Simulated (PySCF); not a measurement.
# Assignment exercise: C₅H₉N₃OSi

Numbering as in the mapped SMILES `[CH3:1][CH2:2][c:3]1[n:4][n:5][c:6]([CH:7]=[O:8])[n:9]1[SiH3:10]`. Hydrogens are named by the atom that carries them.

Level of theory: coordinates at the GFN2-xTB level, GIAO PBE0/pcSseg-1 shieldings, in PySCF (one averaged value for each set of equivalent atoms, no solvent model, single conformer, relativity neglected).

δ = σ(ref) − σ, references computed at the same level: ¹³C (σref 186.93) and ¹H (σref 31.72) vs TMS.

**Question.** Assign these signals to the numbered atoms. ¹³C{¹H} NMR (computed): δ 189.2 (CH), 167.3 (C), 164.5 (C), 23.5 (CH2), 17.2 (CH3).

**Answer.** 
189.2 → C7, aldehyde carbonyl carbon: the double bond to the heteroatom, with no lone-pair donor beside it, deshields it most
167.3 → C3, substituted aromatic carbon next to a ring nitrogen
164.5 → C6, substituted aromatic carbon next to a ring nitrogen
23.5 → C2, sp3 CH2 on an aromatic ring: aliphatic region, no heteroatom directly attached
17.2 → C1, methyl carbon: aliphatic region, no heteroatom directly attached

**Question.** Assign these signals to the numbered atoms. ¹H NMR (600 MHz, computed): δ 9.96 (s, 1H), 5.17 (s, 3H), 3.18 (q, 2H), 1.31 (t, 3H).

**Answer.** 
9.96 → H(C7), hydrogen on an aldehyde carbonyl carbon: the formyl region, downfield of aromatic protons
5.17 → H(Si10), hydrogen on a silicon bonded to N
3.18 → H(C2), hydrogen on an sp3 CH2 on an aromatic ring: benzylic-type position, deshielded by the ring
1.31 → H(C1), hydrogen on a methyl carbon

Shifts are as computed. Against solution values, carbons near 30 ppm lie about +3 ppm off and those near 130 ppm about +5 ppm. Of 1211 compounds with measured shifts, 218 miss one by over three times the rms of a fit or turn the order of signals round; such compounds aren't used in these exercises. No couplings were computed; multiplicities are counted from neighbouring protons, with m where these are inequivalent, close in shift, in a saturated or five-membered ring or joined by F or P, and br s for small geminal =CH2 splittings.
